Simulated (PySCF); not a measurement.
**Ionisation energy of Pd by level of theory**

Pd [Kr] 4d10 (1S) → Pd⁺ [Kr] 4d9 (2D), as a difference of total energies. Computed with PySCF 2.14 in def2-TZVPPD with the def2 core potential (28 electrons), with a scalar-relativistic core potential. Correlated levels: valence: 4s2 4p6 frozen; valence and next inner shell: nothing frozen outside the core potential. The calculations carry no spin-orbit coupling.

```csv
method,ionisation energy (eV)
UHF,6.225
LDA,9.162
PBE,8.690
PBE0,8.327
r2SCAN,8.360
BLYP,8.649
r2SCANh,8.269
B97-3,8.309
BP86,8.844
MP2 (valence),8.403
SCS-MP2 (valence),8.181
MP2 (valence and next inner shell),8.538
SCS-MP2 (valence and next inner shell),8.237
```

How much does correlation contribute at MP2 (valence and next inner shell)?

8.538 − (6.225) = 2.313 eV, measured against UHF.

Errors of the correlated levels include the incompleteness of this basis and the frozen core.

For comparison: 8.512 eV (measured; NIST levels, between the centres of gravity of the two terms).
